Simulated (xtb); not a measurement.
ClTl, charge -1, doublet, at a GFN2-xTB geometry (such geometries of metal compounds can be far from the true shape) (a state made from the parent by changing its charge; the spin is typed, not shown lowest); GFN1-xTB in xtb.

Here is a job for xtb.
```
$ xtb mol.xyz --gfn 1 --chrg -1 --uhf 1 --etemp 10000 --json

# file mol.xyz
2

Tl    -0.00000000    -0.00000000    -0.47641043
Cl     0.00000000     0.00000000     2.26995558
```

What the program printed (banner, timings and long lists left out):

```
   ID    Z sym.   atoms
    1   81 Tl     1
    2   17 Cl     2

           -------------------------------------------------
          |                Calculation Setup                |
           -------------------------------------------------

           -------------------------------------------------
          |                 G F N 1 - x T B                 |
           -------------------------------------------------

          ...................................................
          :                      SETUP                      :
          :.................................................:
          :  # basis functions                  14          :
          :  # atomic orbitals                  13          :
          :  # shells                            5          :
          :  # electrons                        11          :
          :  # halogen bonds                     0          :
          :  max. iterations                   250          :
          :  Hamiltonian                  GFN1-xTB          :
          :  restarted?                      false          :
          :  GBSA solvation                  false          :
          :  PC potential                    false          :
          :  electronic temp.        10000.0000000     K    :
          :  accuracy                    1.0000000          :
          :  -> integral cutoff          0.2500000E+02      :
          :  -> integral neglect         0.1000000E-07      :
          :  -> SCF convergence          0.1000000E-05 Eh   :
          :  -> wf. convergence          0.2000000E-04 e    :
          :  Broyden damping             0.4000000          :
          :  net charge                         -1          :
          :  unpaired electrons                  1          :
          ...................................................

 iter      E             dE          RMSdq      gap      omega  full diag
   1     -5.6761658 -0.567617E+01  0.564E+00    0.00       0.0  T
   2     -5.7023376 -0.261717E-01  0.185E+00    0.00       1.0  T
   3     -5.7032548 -0.917237E-03  0.647E-01    0.00       1.0  T
   4     -5.7033013 -0.465092E-04  0.202E-01    0.00       1.0  T
   5     -5.7032998  0.147658E-05  0.149E-01    0.00       1.0  T
   6     -5.7033099 -0.100546E-04  0.469E-02    0.00       1.5  T
   7     -5.7033109 -0.100901E-05  0.685E-03    0.00      10.3  T
   8     -5.7033109 -0.209958E-07  0.903E-04    0.00      78.3  T
   9     -5.7033109 -0.333513E-09  0.481E-05    0.00    1469.3  T
  10     -5.7033109 -0.110312E-11  0.318E-07    0.00  100000.0  T

   *** convergence criteria satisfied after 10 iterations ***

         :::::::::::::::::::::::::::::::::::::::::::::::::::::
         ::                     SUMMARY                     ::
         :::::::::::::::::::::::::::::::::::::::::::::::::::::
         :: total energy              -5.703462449288 Eh    ::
         :: gradient norm              0.026035347683 Eh/a0 ::
         :: HOMO-LUMO gap              0.000000000000 eV    ::
         ::.................................................::
         :: SCC energy                -5.703310923149 Eh    ::
         :: -> electrostatic           0.083994592427 Eh    ::
         :: repulsion energy           0.000257912272 Eh    ::
         :: dispersion energy         -0.000409438412 Eh    ::
         :: halogen bond corr.         0.000000000000 Eh    ::
         :: add. restraining           0.000000000000 Eh    ::
         :: total charge              -1.000000000007 e     ::
         :::::::::::::::::::::::::::::::::::::::::::::::::::::

           -------------------------------------------------
          |                Property Printout                |
           -------------------------------------------------

    * Orbital Energies and Occupations

         #    Occupation            Energy/Eh            Energy/eV
      -------------------------------------------------------------
         1        2.0000           -0.6650542             -18.0970
         2        1.9960           -0.3398146              -9.2468
         3        1.9805           -0.2893992              -7.8750
         4        1.9805           -0.2893992              -7.8750
         5        1.9499           -0.2585889              -7.0366
         6        0.5349           -0.0661295              -1.7995 (HOMO)
         7        0.5349           -0.0661295              -1.7995 (LUMO)
         8        0.0222            0.0541735               1.4741
         9        0.0002            0.1976210               5.3775
        10        0.0002            0.1976210               5.3775
        11        0.0002            0.2014972               5.4830
        12        0.0002            0.2014972               5.4830
        13        0.0001            0.2147429               5.8435
      -------------------------------------------------------------
                  HL-Gap            0.0000000 Eh            0.0000 eV
             Fermi-level           -0.1155138 Eh           -3.1433 eV

  Mulliken/CM5 charges         n(s)   n(p)   n(d)
     1Tl   -0.33894 -0.33009   1.950  1.389  0.000
     2Cl   -0.66106 -0.66991   1.961  5.694  0.006

Wiberg/Mayer (AO) data.
largest (>0.10) Wiberg bond orders for each atom

 ---------------------------------------------------------------------------
     #   Z sym  total        # sym  WBO       # sym  WBO       # sym  WBO
 ---------------------------------------------------------------------------
     1  81 Tl   0.477 --     2 Cl   0.477
     2  17 Cl   0.477 --     1 Tl   0.477
 ---------------------------------------------------------------------------

Topologies differ in total number of bonds
Writing topology from bond orders to xtbtopo.mol

 dipole moment from electron density (au)
     X       Y       Z
  -0.0000   0.0000  -2.5317  total (Debye):    6.435

           -------------------------------------------------
          | TOTAL ENERGY               -5.703462449288 Eh   |
          | GRADIENT NORM               0.026035347683 Eh/α |
          | HOMO-LUMO GAP               0.000000000000 eV   |
           -------------------------------------------------

normal termination of xtb
```
